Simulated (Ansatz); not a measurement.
Results of the Gaussian-basis code of Ansatz.

Basis-set series for CH₃I₂In (`[CH3][In]([I])[I]`). Charge 0, multiplicity 1. In, I takes the def2 core potential. The structure was optimised at the PBE0-D4/def2-TZVP level.

Cartesian coordinates in Å:
```
C -0.984 0.500 -0.411
In 0.796 -0.417 0.333
I 1.318 -0.669 2.929
I 2.696 -1.393 -1.251
H -1.217 0.089 -1.392
H -1.800 0.318 0.287
H -0.809 1.573 -0.495
```

```json
{"functional": "PBE0-D4", "basis": "def2-SVP", "functions": "107", "energy (Eh)": "-825.50990", "HOMO (eV)": "-7.40", "LUMO (eV)": "-1.86"}
{"functional": "PBE0-D4", "basis": "def2-TZVPP", "functions": "223", "energy (Eh)": "-825.58183", "HOMO (eV)": "-7.46", "LUMO (eV)": "-1.93"}
{"functional": "ωB97M-V", "basis": "def2-SVP", "functions": "107", "energy (Eh)": "-825.40801", "HOMO (eV)": "-9.46", "LUMO (eV)": "-0.13"}
{"functional": "ωB97M-V", "basis": "def2-TZVPP", "functions": "223", "energy (Eh)": "-825.48442", "HOMO (eV)": "-9.54", "LUMO (eV)": "-0.21"}
```

Give the rows for def2-QZVPP. (An estimate is asked.)

The calculation gave: 
| functional | basis | functions | energy (Eh) | HOMO (eV) | LUMO (eV) |
| --- | --- | --- | --- | --- | --- |
| PBE0-D4 | def2-QZVPP | 393 | -825.58776 | -7.47 | -1.96 |
| ωB97M-V | def2-QZVPP | 393 | -825.49038 | -9.56 | -0.29 |
